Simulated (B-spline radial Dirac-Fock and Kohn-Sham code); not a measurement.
## Ca⁺ 2p1/2: cross section and angular parameters

System: Ca⁺, [Ar] 4s1; threshold 365.8 eV (orbital energy of the model). These are calculated numbers from a radial atomic solver; the model is Dirac-Hartree-Slater photoionisation with a Latter tail; cross sections with all multipoles, angular parameters from the dipole term and its interference with E2.

For linearly polarised light dσ/dΩ = σ/(4π) [1 + β P₂(cos θ) + (δ + γ cos²θ) sin θ cos φ], with θ from the polarisation vector and φ the angle between the beam and the projection of the electron momentum on the plane normal to the polarisation.

| hν (eV) | σ (kb) | β | γ | δ |
| --- | --- | --- | --- | --- |
| 399 | 721 | 0.911 | -0.073 | 0.008 |
| 400 | 718 | 0.920 | -0.073 | 0.008 |
| 495 | 452 | 1.318 | -0.011 | 0.013 |
| 523 | 399 | 1.362 | 0.011 | 0.014 |
| 624 | 259 | 1.442 | 0.088 | 0.017 |
| 800 | 136 | 1.469 | 0.206 | 0.021 |
| 1253.6 | 38.7 | 1.396 | 0.428 | 0.032 |
| 1310 | 34.1 | 1.384 | 0.450 | 0.034 |
| 1350 | 31.2 | 1.375 | 0.465 | 0.035 |
| 1760 | 14.2 | 1.284 | 0.592 | 0.046 |
| 1930 | 10.7 | 1.247 | 0.635 | 0.051 |
| 2000 | 9.58 | 1.233 | 0.651 | 0.053 |
| 2060 | 8.74 | 1.221 | 0.664 | 0.055 |
| 2410 | 5.35 | 1.153 | 0.733 | 0.066 |
| 2984.4 | 2.71 | 1.055 | 0.823 | 0.084 |
| 3700 | 1.34 | 0.954 | 0.909 | 0.105 |
| 3800 | 1.23 | 0.941 | 0.919 | 0.108 |
| 4000 | 1.04 | 0.917 | 0.939 | 0.114 |
| 4580 | 0.659 | 0.852 | 0.990 | 0.131 |
| 5010 | 0.486 | 0.810 | 1.023 | 0.144 |
| 9500 | ? | ? | ? | ? |
| 15000 | 0.00980 | 0.376 | 1.391 | 0.365 |

Problem. Give the values at 9500 eV.

Solution. σ = 0.0518 kb, β = 0.534, γ = 1.238, δ = 0.256.
